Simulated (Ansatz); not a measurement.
Cost and result up the ladder for Ga₇As₇H₂₀, a nanocrystal cut from zinc blende GaAs (hydrogen-capped) (34 atoms). Total charge 0; singlet. Geometry: PBE-D4/def2-SVP.

```csv
atom,x (Å),y (Å),z (Å)
Ga1,-2.262,-2.901,1.363
Ga2,2.249,3.048,1.249
Ga3,-1.759,1.187,1.149
Ga4,1.551,-1.318,1.304
Ga5,0.225,-3.342,-2.041
Ga6,0.678,0.755,-2.188
Ga7,-3.149,-0.783,-2.201
As8,2.860,0.760,1.988
As9,-0.774,-0.905,1.968
As10,-1.997,-2.704,-1.108
As11,-0.159,3.044,1.847
As12,2.060,2.651,-1.194
As13,-1.589,1.034,-1.293
As14,1.501,-1.308,-1.148
H15,-3.708,-2.459,1.822
H16,-1.480,-4.154,1.925
H17,3.136,4.250,1.741
H18,-3.157,1.601,1.745
H19,2.292,-2.520,2.001
H20,0.846,-4.566,-1.257
H21,0.260,-3.164,-3.611
H22,0.853,0.890,-3.748
H23,-4.540,-0.482,-1.514
H24,-2.892,-0.772,-3.760
H25,3.013,0.839,3.505
H26,4.344,0.602,1.667
H27,-0.721,-0.740,3.486
H28,-2.860,-3.873,-1.587
H29,-0.215,3.284,3.354
H30,-0.692,4.412,1.428
H31,1.664,3.995,-1.802
H32,3.492,2.629,-1.724
H33,-2.040,2.404,-1.799
H34,2.969,-1.393,-1.566
```

Ansatz on 4 threads of AMD EPYC 7R13 on a shared host and a share (37 GiB) of an NVIDIA H100 80GB HBM3. Times are rough, and most runs start from the orbitals of an earlier one. PBE0-D4/def2-TZVP serves as the yardstick here, not as an exact answer. Differences are given only for rows in sets of like size (and for xTB, whose basis is part of the method), since another set adds its own error. Binding counts from free atoms at the same level (Ga doublet, As quartet, H doublet; other spins of the atoms weren't run), without zero-point energy or a counterpoise term.

Single mean-field runs in def2-SVP, def2-TZVP are fitted with def2-universal-jkfit.

```json
{"level": "PBE-D4/def2-TZVP (with forces)", "functions": "792", "wall time": "8.5 s", "binding energy per atom (eV)": "2.57", "difference from PBE0-D4/def2-TZVP (eV)": "0.01"}
{"level": "PBE-D4/def2-SVP", "functions": "548", "wall time": "9 s", "binding energy per atom (eV)": "2.57", "difference from PBE0-D4/def2-TZVP (eV)": "–"}
{"level": "r2SCAN-D4/def2-TZVP", "functions": "792", "wall time": "9.5 s", "binding energy per atom (eV)": "2.59", "difference from PBE0-D4/def2-TZVP (eV)": "0.03"}
{"level": "PBE0-D4/def2-TZVP", "functions": "792", "wall time": "11 s", "binding energy per atom (eV)": "2.56", "difference from PBE0-D4/def2-TZVP (eV)": "0.00"}
{"level": "PBE0-D4/def2-SVP", "functions": "548", "wall time": "13 s", "binding energy per atom (eV)": "2.57", "difference from PBE0-D4/def2-TZVP (eV)": "–"}
```
